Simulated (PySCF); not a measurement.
## Bonding in `CC(=O)OC(C)(C)C`

Species: C6H12O2.
Atom-mapped SMILES: `[CH3:1][C:2](=[O:3])[O:4][C:5]([CH3:6])([CH3:7])[CH3:8]` (hydrogens: H9, H10, H11 on C1; H12, H13, H14 on C6; H15, H16, H17 on C7; H18, H19, H20 on C8)

Geometry (GFN2-xTB, Å), atoms numbered from 1 in this order:
```
atom  x, y, z in Å
C1     2.9634    0.0418   -0.3310
C2     1.5898   -0.4713    0.0349
O3     1.3945   -1.4950    0.6375
O4     0.6560    0.3718   -0.3948
C5    -0.7558    0.1332   -0.1549
C6    -1.4532    1.3299   -0.8024
C7    -1.0343    0.0993    1.3474
C8    -1.1903   -1.1688   -0.8263
H9     3.5570   -0.7741   -0.7343
H10    3.4510    0.4004    0.5733
H11    2.8863    0.8521   -1.0486
H12   -2.5298    1.2323   -0.6994
H13   -1.2006    1.3830   -1.8581
H14   -1.1333    2.2518   -0.3242
H15   -0.5425   -0.7553    1.8036
H16   -2.1040    0.0237    1.5201
H17   -0.6656    1.0096    1.8159
H18   -0.6882   -2.0158   -0.3674
H19   -2.2641   -1.2937   -0.7186
H20   -0.9413   -1.1444   -1.8853
```

Bond orders from the PBE0/pcSseg-1 density (PySCF). The structure is a single GFN2-xTB conformer in the gas phase; no vibrational or solvent corrections.

Q: Where do the orders between heavy atoms depart from those drawn in the SMILES?

A: The largest departure is 0.240, at O4–C5 (drawn single, 0.760). Drawn single, order below 0.88: O4–C5 (0.760).

Q: Set the Mayer orders of the bonds between heavy atoms beside their lengths.

A: 
```csv
bond,drawn as,length (Å),Mayer order
C1–C2,single,1.511,0.993
C2–O3,double,1.204,1.925
C2–O4,single,1.329,1.114
O4–C5,single,1.452,0.760
C5–C6,single,1.529,1.037
C5–C7,single,1.528,1.023
C5–C8,single,1.528,1.022
```

By pair of heavy elements: C–C: lowest C1–C2 (0.993, 1.511 Å), highest C5–C6 (1.037, 1.529 Å); in 3 of the 6 pairs the longer bond (by over 0.003 Å) has the higher order (by 0.02 or more). C–O: lowest O4–C5 (0.760, 1.452 Å), highest C2–O3 (1.925, 1.204 Å).

Q: And the bonds to hydrogen?

A: C–H: 0.94 to 0.96 (12 bonds).

Q: Sum the orders of all bonds at each heavy atom with more than one neighbour and set the sums beside the valence in the SMILES.

A: C1 3.851 (drawn 4), C2 4.032 (drawn 4), O4 1.874 (drawn 2), C5 3.842 (drawn 4), C6 3.917 (drawn 4), C7 3.888 (drawn 4), C8 3.886 (drawn 4). Orders between atoms that aren't bonded are not in these sums.

The Mayer order sums products of elements of PS (density times overlap matrix) between the two atoms' basis functions, so it depends on the basis set.
